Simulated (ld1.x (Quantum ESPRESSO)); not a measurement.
# Varying the TM potential for caesium (Cs)

Base potential:

ld1.x (Quantum ESPRESSO) 7.5 input, shortened:

```
&input
   title='Cs', zed=55., rel=2, dft='PBE', iswitch=3,
   config='[Xe] 4f-2 5d0.5 6s0.5 6p0', rel_dist='average'
 /
 &inputp
   pseudotype=2, tm=.true., lloc=-1, rcloc=2.55,
   nlcc=.false.
 /
4
5S  1  0   2.00   0.00  2.70  2.70  0.0
5P  2  1   6.00   0.00  2.80  2.80  0.0
5D  3  2   0.50   0.00  4.20  4.20  0.0
4F  4  3  -2.00   0.25  3.65  3.65  0.0
 &test
   configts(1)='5s2 5p6 5d0.5 6s0.5 6p0'
 /
```

Open shells are filled in proportion to 2j + 1 (rel_dist='average').

Occupied shells without a wave of their own: 6s. They enter only through the test configuration that unscreens the potential.

Cutoffs, loose and tight: the cutoffs (Ry, on a coarse ladder) from which the occupation-weighted sum of valence levels, in a spherical-Bessel basis at the reference potential, stays within 10 and 1 mRy of its value at 400 Ry. They do not see the model core or the augmentation charge, which bear on the density cutoff. Test errors are all-electron minus pseudo excitation energies from the reference, over the configurations 5s2 5p6 5d0 6s1 6p0; 5s2 5p6 5d0 6s0 6p0; 5s2 5p6 5d0 6s0.5 6p0; 5s2 5p5 5d0 6s1 6p0; 5s2 5p6 5d0 6s0 6p1; 5s1 5p6 5d0 6s1 6p0; 5s2 5p6 5d1 6s0 6p0. A dash means not determined; rows that change the core or the reference have their own tests.

On the changes marked as counting shells twice: ld1.x takes every shell without a wave as core, so the model core holds the marked electrons as well and exchange and correlation see them twice. This cancels in the reference configuration, but the file is broken for other ones, and its errors say nothing about a proper core correction.

| change | outcome | cutoff, loose | cutoff, tight | bound ghosts | largest test error (meV) |
| --- | --- | --- | --- | --- | --- |
| base | generated | 15 Ry | 25 Ry | none | +107 |
| scalar-relativistic | generated | 15 Ry | 25 Ry | none | +100 |
| wave 5d (bound): rc 4.20 bohr becomes 5d (bound): rc 5.58 bohr | generated | 15 Ry | 25 Ry | none | +129 |
| functional LDA (PZ) | generated | 15 Ry | 25 Ry | none | +85 |
| wave 4f channel at 0.25 Ry: rc 3.65 bohr becomes 4f channel at 0.25 Ry: rc 5.14 bohr | generated | 15 Ry | 25 Ry | none | +107 |
| core correction a·sin(br)/r model core inside 1.62 bohr (6s counted twice) | generated | 15 Ry | 25 Ry | none | -109 |
| wave 4f channel at 0.25 Ry: rc 3.65 bohr becomes 4f channel at -0.19 Ry: rc 3.65 bohr | generated | 15 Ry | 25 Ry | none | +107 |

What comes out with this change to the base: local potential all-electron potential smoothed inside 3.10 bohr (lloc = -1)?

outcome: generated, misses its reference levels by 0.22 eV; cutoff, loose: 15 Ry; cutoff, tight: 25 Ry; bound ghosts: none; largest test error (meV): -304.

What comes out with this change to the base: reference 5s2 5p6 5d0 6s0.75 6p0?

outcome: generated; cutoff, loose: 15 Ry; cutoff, tight: 25 Ry; bound ghosts: none; largest test error (meV): -77.
